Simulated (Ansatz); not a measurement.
Isolated molecules relaxed with PBE0-D4/def2-TZVP in Ansatz; ΔE leaves out vibrations. CCSD(T)/CBS is the MP2 limit (def2-TZVPP, def2-QZVPP) plus CCSD(T) − MP2 in def2-TZVPP, frozen cores. DFT in def2-TZVPP. B3LYP here is the variant with VWN-RPA as its local correlation; programs differ in this. def2 core potentials past Kr. For Sn outer-core shells are correlated without core-valence functions, which leaves a few kJ/mol of doubt a bond. One conformer a species, not always the lowest.

Reaction (isomerisation): `C=[C](F)[SnH2][CH3]` → `[F][SnH]1[CH2]C[CH2]1`

| level | ΔE (kJ/mol) | difference from CCSD(T)/CBS |
| --- | --- | --- |
| PBE-D4 | -132.2 | 8.9 |
| r2SCAN-D4 | -132.5 | 8.6 |
| PBE0-D4 | -137.2 | 3.9 |
| B3LYP-D4 | -119.6 | 21.5 |
| ωB97X-V | -133.5 | 7.6 |
| ωB97M-V | -127.3 | 13.8 |
| B2PLYP | -127.5 | 13.6 |
| r2SCAN | -132.4 | 8.7 |
| PBE0 | -136.4 | 4.7 |
| B3LYP | -117.4 | 23.7 |
| MP2/def2-TZVPP | -146.7 | -5.6 |
| CCSD(T)/def2-TZVPP | -127.0 | 14.1 |
| HF/def2-QZVPP | -107.6 | 33.5 |
| SCS-MP2/def2-QZVPP | -145.7 | -4.6 |
| MP2/CBS(def2) | -160.8 | -19.7 |
| CCSD/CBS(def2) | -140.2 | 0.9 |
| CCSD(T)/CBS | -141.1 | 0 |

Largest T1 diagnostic among the species: 0.013.

In def2-TZVPP, CCSD(T) changes the Hartree–Fock value by −22.5 kJ/mol (the triples alone add −0.9 kJ/mol) and MP2 by −42.2 kJ/mol. From PBE to PBE0 (25 % exact exchange), in def2-TZVPP and without D4, ΔE moves by −5.4 kJ/mol.
